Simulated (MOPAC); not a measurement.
Input for MOPAC: PM6 on CH6O2Si (a complex), monomers drawn apart or pushed together.

```
PM6 1SCF PRECISE CHARGE=0 THREADS=1
CH6O2Si

C      0.26944138 1    -0.48795382 1     0.03556036 1
O     -0.75616649 1    -0.43795135 1     0.66527454 1
H      0.28103931 1    -0.83152299 1    -1.01292751 1
H      1.23531981 1    -0.19306140 1     0.47969354 1
O      0.34013309 1     0.64771161 1     3.81975508 1
Si     0.13399678 1     0.01288442 1     5.32218844 1
H     -0.22293598 1     0.33288612 1     3.09317123 1
H     -1.22064772 1     0.28650756 1     5.86555297 1
H      1.14737694 1     0.64972756 1     6.18981650 1
H      0.33609925 1    -1.45957117 1     5.33450745 1
```

Output:

```
*******************************************************************************
 **                                                                           **
 **                              MOPAC v23.2.5                                **
 **                                                                           **
 *******************************************************************************
 ** MOPAC's Digital Object Identifier: https://doi.org/10.5281/zenodo.6511958 **
 **                                                                           **
 ** Please cite the open-source release paper for use of this MOPAC version:  **
 ** J. E. Moussa and J. J. P. Stewart (2026)                                  **
 ** MOPAC: An open-source semiempirical molecular orbital program             **
 ** J. Open Source Softw., 11(119), 8025, https://doi.org/10.21105/joss.08025 **
 *******************************************************************************

                              PM6 CALCULATION RESULTS

 *******************************************************************************
 *  PM6        - The PM6 Hamiltonian to be used
 *
 *
 *
 *                 CHARGE ON SYSTEM = 0
 *
 *
 *
 *  PRECISE    - TIGHTER CRITERIA TO BE USED
 *  1SCF       - DO 1 SCF AND THEN STOP
 *  THREADS=1  - MULTI-THREADING NOT USED
 *  T=         - A TIME OF 172800.0 SECONDS REQUESTED
 *  DUMP=N     - RESTART FILE WRITTEN EVERY 7200.0 SECONDS REQUESTED
 *******************************************************************************
PM6 1SCF PRECISE CHARGE=0 THREADS=1
 CH6O2Si

   ATOM   CHEMICAL          X               Y               Z
  NUMBER   SYMBOL      (ANGSTROMS)     (ANGSTROMS)     (ANGSTROMS)

     1       C          0.26944138  *  -0.48795382  *   0.03556036  *
     2       O         -0.75616649  *  -0.43795135  *   0.66527454  *
     3       H          0.28103931  *  -0.83152299  *  -1.01292751  *
     4       H          1.23531981  *  -0.19306140  *   0.47969354  *
     5       O          0.34013309  *   0.64771161  *   3.81975508  *
     6      Si          0.13399678  *   0.01288442  *   5.32218844  *
     7       H         -0.22293598  *   0.33288612  *   3.09317123  *
     8       H         -1.22064772  *   0.28650756  *   5.86555297  *
     9       H          1.14737694  *   0.64972756  *   6.18981650  *
    10       H          0.33609925  *  -1.45957117  *   5.33450745  *



          CARTESIAN COORDINATES

    NO.       ATOM           X           Y           Z

     1         C          0.2694     -0.4880      0.0356
     2         O         -0.7562     -0.4380      0.6653
     3         H          0.2810     -0.8315     -1.0129
     4         H          1.2353     -0.1931      0.4797
     5         O          0.3401      0.6477      3.8198
     6        Si          0.1340      0.0129      5.3222
     7         H         -0.2229      0.3329      3.0932
     8         H         -1.2206      0.2865      5.8656
     9         H          1.1474      0.6497      6.1898
    10         H          0.3361     -1.4596      5.3345

 General Reference for PM6:
 "Optimization of Parameters for Semiempirical Methods V: Modification of NDDO Approximations
 and Application to 70 Elements", J. J. P. Stewart, J. Mol. Mod., 13, 1173-1213 (2007)
 URL: https://link.springer.com/article/10.1007/s00894-007-0233-4

           Empirical Formula: C H6 O2 Si  =    10 atoms



      MOLECULAR POINT GROUP   :   C1


      RHF CALCULATION, NO. OF DOUBLY OCCUPIED LEVELS = 13


 -------------------------------------------------------------------------------
 PM6 1SCF PRECISE CHARGE=0 THREADS=1
 CH6O2Si



     1SCF WAS SPECIFIED, SO BFGS WAS NOT USED
     SCF FIELD WAS ACHIEVED


                              PM6 CALCULATION
                                                       MOPAC v23.2.5 Linux




          FINAL HEAT OF FORMATION =        -88.68929 KCAL/MOL =    -371.07599 KJ/MOL


          COSMO AREA              =        140.31 SQUARE ANGSTROMS
          COSMO VOLUME            =        122.82 CUBIC ANGSTROMS

          IONIZATION POTENTIAL    =         10.559528 EV
          HOMO LUMO ENERGIES (EV) =        -10.560 -0.232
          NO. OF FILLED LEVELS    =         13
          MOLECULAR WEIGHT        =         78.1427         POINT GROUP:  C1

          MOLECULAR DIMENSIONS (Angstroms)

            Atom       Atom       Distance
            H     9    H     3     7.40433
            H     4    H     8     3.12872
            H    10    O     5     2.29781


          SCF CALCULATIONS        =          1





   ATOM   CHEMICAL          X               Y               Z
  NUMBER   SYMBOL      (ANGSTROMS)     (ANGSTROMS)     (ANGSTROMS)

     1       C          0.26944138  *  -0.48795382  *   0.03556036  *
     2       O         -0.75616649  *  -0.43795135  *   0.66527454  *
     3       H          0.28103931  *  -0.83152299  *  -1.01292751  *
     4       H          1.23531981  *  -0.19306140  *   0.47969354  *
     5       O          0.34013309  *   0.64771161  *   3.81975508  *
     6      Si          0.13399678  *   0.01288442  *   5.32218844  *
     7       H         -0.22293598  *   0.33288612  *   3.09317123  *
     8       H         -1.22064772  *   0.28650756  *   5.86555297  *
     9       H          1.14737694  *   0.64972756  *   6.18981650  *
    10       H          0.33609925  *  -1.45957117  *   5.33450745  *

                             CARTESIAN COORDINATES

   1    C        0.269441380    -0.487953820     0.035560360
   2    O       -0.756166490    -0.437951350     0.665274540
   3    H        0.281039310    -0.831522990    -1.012927510
   4    H        1.235319810    -0.193061400     0.479693540
   5    O        0.340133090     0.647711610     3.819755080
   6   Si        0.133996780     0.012884420     5.322188440
   7    H       -0.222935980     0.332886120     3.093171230
   8    H       -1.220647720     0.286507560     5.865552970
   9    H        1.147376940     0.649727560     6.189816500
  10    H        0.336099250    -1.459571170     5.334507450


           Empirical Formula: C H6 O2 Si  =    10 atoms



      MOLECULAR POINT GROUP   :   C1


                  EIGENVALUES
 -32.45877 -29.86546 -23.74890 -19.57961 -17.52948 -16.65784 -15.41559 -15.16734
 -13.69865 -13.39098 -11.03734 -10.99827 -10.55953  -0.23249   0.03998   0.93460
   1.03854   1.67470   2.14622   2.86866   3.80451   4.14363   4.49005   4.63931
   4.76595   4.92398   5.55644


              NET ATOMIC CHARGES AND DIPOLE CONTRIBUTIONS

  ATOM NO.   TYPE          CHARGE      No. of ELECS.   s-Pop       p-Pop       d-Pop
    1          C           0.244243        3.7558     1.14882     2.60694
    2          O          -0.443846        6.4438     1.84834     4.59551
    3          H           0.100150        0.8998     0.89985
    4          H           0.100532        0.8995     0.89947
    5          O          -0.594864        6.5949     1.66445     4.93042
    6         Si           0.273464        3.7265     1.16440     1.66615     0.89599
    7          H           0.371828        0.6282     0.62817
    8          H          -0.019654        1.0197     1.01965
    9          H          -0.009838        1.0098     1.00984
   10          H          -0.022015        1.0220     1.02202
 DIPOLE           X         Y         Z       TOTAL
 POINT-CHG.     1.491    -1.275    -1.442     2.434
 HYBRID        -0.273     0.274    -1.105     1.171
 SUM            1.219    -1.000    -2.547     2.995


          ATOMIC ORBITAL ELECTRON POPULATIONS

     Atom    s        px        py        pz      x^2-y^2     xz        z^2       yz        xy
    1  C   1.14882   0.93269   0.69302   0.98123
    2  O   1.84834   1.46459   1.42228   1.70864
    3  H   0.89985
    4  H   0.89947
    5  O   1.66445   1.68668   1.76111   1.48262
    6 Si   1.16440   0.68171   0.63222   0.35222   0.25085   0.25187   0.19749   0.13311   0.06267
    7  H   0.62817
    8  H   1.01965
    9  H   1.00984
   10  H   1.02202

 **********************
 *                    *
 * JOB ENDED NORMALLY *
 *                    *
 **********************




 == MOPAC DONE ==
```

The run finished.

Cost: around 0.03 core-seconds (rough).
